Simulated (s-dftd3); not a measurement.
C4H12Ge, charge -1, doublet, at a GFN2-xTB geometry (a state made from the parent by changing its charge; the spin is typed, not shown lowest); D3(zero) for b3lyp run with s-dftd3.

s-dftd3 was given this input:
```
$ s-dftd3 mol.xyz --zero b3lyp --json dftd3.json --noedisp --grad

# file mol.xyz
17

C     -0.18628611    -1.92257854    -1.31585367
Ge    -0.04310753     0.11793310    -0.29813758
C      0.04327048     2.31383916     0.32673790
C     -1.37936622    -0.38228772     1.16976313
C      1.65483068    -0.37132498     0.73538698
H     -1.14334550    -2.03132044    -1.82015718
H     -0.09247176    -2.70019536    -0.56464315
H      0.60895256    -2.03958462    -2.04793934
H      0.21284443     2.37088112     1.39715706
H     -0.89216839     2.81440344     0.08917968
H      0.85304361     2.82552521    -0.18761060
H     -2.41225755    -0.24277892     0.84957366
H     -1.26937828    -1.42571518     1.45829435
H     -1.23161890     0.22796698     2.05844812
H      1.67131249    -1.43087593     0.98253315
H      2.55884440    -0.15825181     0.16424119
H      1.72099073     0.19019873     1.66511944
```

Task: Write the output that s-dftd3 gives for this input, abridged.

Result: 
```
-----------------------------------
 s i m p l e   D F T - D 3  v1.4.0
-----------------------------------

Zero (Chai-Head-Gordon) damping: b3lyp-D3(0)
--------------------
  s6         1.0000
  s8         1.7030
  s9         0.0000
 rs6         1.2610
 rs8         1.0000
 alp        14.0000
--------------------

Dispersion energy:      -8.7290483757505E-03 Eh

Gradient norm:           1.2112643491818E-03 Eh/a0
--------------------------------------------------
     #    Z           dE/dx      dE/dy      dE/dz
--------------------------------------------------
     1    6 C    -1.258E-05  2.218E-04 -8.206E-05
     2   32 Ge    7.987E-05 -2.185E-04  5.524E-04
     3    6 C    -2.957E-05 -1.065E-04 -2.094E-04
     4    6 C    -1.516E-04 -1.998E-06  2.211E-05
     5    6 C     1.518E-04  1.333E-06 -2.043E-05
     6    1 H     1.733E-04  5.926E-05 -1.917E-05
     7    1 H    -4.718E-05 -3.938E-05 -3.546E-04
     8    1 H    -1.749E-04  5.874E-05  2.471E-05
     9    1 H    -3.777E-05  2.718E-04 -2.329E-04
    10    1 H     1.690E-04 -4.274E-05 -6.516E-05
    11    1 H    -1.776E-04 -4.746E-05 -1.065E-05
    12    1 H     2.099E-05 -2.025E-05  7.773E-05
    13    1 H    -2.785E-04  1.655E-04  1.787E-04
    14    1 H    -2.872E-04 -2.224E-04  2.454E-05
    15    1 H     3.046E-04  1.747E-04  9.603E-05
    16    1 H     8.134E-07 -3.940E-05  7.308E-05
    17    1 H     2.964E-04 -2.145E-04 -5.480E-05
--------------------------------------------------

Virial:
--------------------------------------------------
      component           x          y          z
--------------------------------------------------
          x       2.882E-03 -1.322E-04 -3.856E-04
          y      -1.322E-04 -1.906E-03 -9.629E-04
          z      -3.856E-04 -9.629E-04  2.518E-04
--------------------------------------------------

[Info] JSON dump of results written to 'dftd3.json'
```
